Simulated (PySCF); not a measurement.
Computed with PBE-D3(BJ)/def2-TZVP // PBE-D3(BJ)/def2-SVP (PySCF). All species are isolated molecules in the gas phase. One relaxed conformer stands for a flexible species; it need not be the lowest. 

Reference species: [Zr(Cl)3(OH)] (neutral, multiplicity 1).

```
Property                                                       Result
------------------------------------------------------------  -------
mean distance from the central atom to its bonded neighbours  2.238 Å
charge on the central atom (Mulliken)                          1.33 e
HOMO–LUMO gap                                                 5.06 eV
```

After one change: the mean distance from the central atom to its bonded neighbours increases by 0.096 Å; the charge on the central atom (Mulliken) drops by 0.13 e; the HOMO–LUMO gap decreases by 0.27 eV.

### Question
What was changed between the two runs? The new species is one of these.
A) [Zr(OH)4]
B) [Zr(Cl)2(OH)2]
C) [Zr(Cl)4]
D) [Zr(Cl)(OH)3]

### Answer
C, [Zr(Cl)4]
